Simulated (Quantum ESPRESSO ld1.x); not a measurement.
Input (ld1.x (Quantum ESPRESSO 7.5)):

```
 &input
    zed=23.0,
    iswitch=1,
    rel=2,
    dft='PBE',
    config='[Ar] 3d1 4s2 4p2',
    rel_dist='energy',
    verbosity='high',
    lsmall=.true.,
    prefix='ld1',
    max_out_wfc=37,
    file_charge='ld1.rho',
 /
```

Output (excerpt):

```
     Program LD1 v.7.5 starts

     --------------------------- All-electron run ----------------------------

     dirac relativistic calculation

     atomic number is 23.00
     dft =PBE   lsd =0 sic =0 latt =0  beta=0.20 tr2=1.0E-14
     Exchange-correlation= PBE
                           (   1   4   3   4   0   0   0)
     mesh =1969 r(mesh) = 100.33412 a.u. xmin = -8.00 dx = 0.00800
     1 Ry =  13.60569312 eV, c = 137.03599908

     n l j   nl                  e(Ry)          e(Ha)          e(eV)
     Spin orbit split results
     1 0 0.5 1S 1( 2.00)    -395.315835439    -197.657917719  -5378.5459436
     2 0 0.5 2S 1( 2.00)     -45.523386790     -22.761693395   -619.3772306
     2 1 0.5 2P 1( 2.00)     -38.546652169     -19.273326084   -524.4539203
     2 1 1.5 2P 1( 4.00)     -38.025747402     -19.012873701   -517.3666499
     3 0 0.5 3S 1( 2.00)      -6.190413880      -3.095206940    -84.2248716
     3 1 0.5 3P 1( 2.00)      -4.270181392      -2.135090696    -58.0987776
     3 1 1.5 3P 1( 4.00)      -4.204396776      -2.102198388    -57.2037323
     3 2 1.5 3D 1( 1.00)      -1.244222363      -0.622111181    -16.9285076
     3 2 2.5 3D 1( 0.00)      -1.237568213      -0.618784106    -16.8379733
     4 0 0.5 4S 1( 2.00)      -0.608183360      -0.304091680     -8.2747562
     4 1 0.5 4P 1( 2.00)      -0.270274943      -0.135137471     -3.6772779
     4 1 1.5 4P 1( 0.00)      -0.265343574      -0.132671787     -3.6101832
     Averaged results
     1 0     1S 1( 2.00)    -395.315835439    -197.657917719  -5378.5459436
     2 0     2S 1( 2.00)     -45.523386790     -22.761693395   -619.3772306
     2 1     2P 1( 6.00)     -38.199382324     -19.099691162   -519.7290734
     3 0     3S 1( 2.00)      -6.190413880      -3.095206940    -84.2248716
     3 1     3P 1( 6.00)      -4.226324981      -2.113162491    -57.5020807
     3 2     3D 1( 1.00)      -1.240229873      -0.620114936    -16.8741871
     4 0     4S 1( 2.00)      -0.608183360      -0.304091680     -8.2747562
     4 1     4P 1( 2.00)      -0.266987364      -0.133493682     -3.6325481

     final scf error:  4.6E-16 reached in  26 iterations

     Etot =   -1896.842498 Ry,    -948.421249 Ha,  -25807.856932 eV

     Ekin =    1917.366170 Ry,     958.683085 Ha,   26087.095707 eV
     Encl =   -4496.614381 Ry,   -2248.307190 Ha,  -61179.555354 eV
     Eh   =     771.569408 Ry,     385.784704 Ha,   10497.736591 eV
     Exc  =     -89.163695 Ry,     -44.581848 Ha,   -1213.133876 eV
```

Run on one thread of a shared host, so times are rough (Intel(R) Xeon(R) Processor @ 2.60GHz): 0.73 s of CPU time, 0.75 s wall, 26 iterations on 1969 mesh points.
